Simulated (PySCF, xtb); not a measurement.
C2H8FNOSi, SMILES C[Si@@](N)(O)CF. The values are those of a single conformer.

Harmonic wavenumbers (cm⁻¹) from GFN2-xTB (xtb) at its own minimum, in rising order: 44, 99, 124, 161, 187, 218, 242, 247, 308, 337, 581, 641, 717, 747, 794, 805, 816, 853, 900, 934, 1026, 1199, 1279, 1382, 1450, 1486, 1490, 1516, 2964, 2974, 3046, 3047, 3059, 3464, 3507, 3667.

Question: What does r2SCAN-D4/def2-SVP (PySCF) give at its own minimum? (An estimate is asked for; the answer gives what the named calculation found.)

Answer: 77, 126, 139, 171, 219, 225, 244, 278, 349, 365, 417, 635, 678, 703, 757, 781, 798, 865, 903, 931, 1037, 1223, 1255, 1297, 1428, 1432, 1449, 1545, 3015, 3034, 3077, 3139, 3143, 3575, 3673, 3874. Paired by order, the mean absolute difference is 46 cm⁻¹ and the zero-point energies are 66.2 and 67.0 kcal/mol.
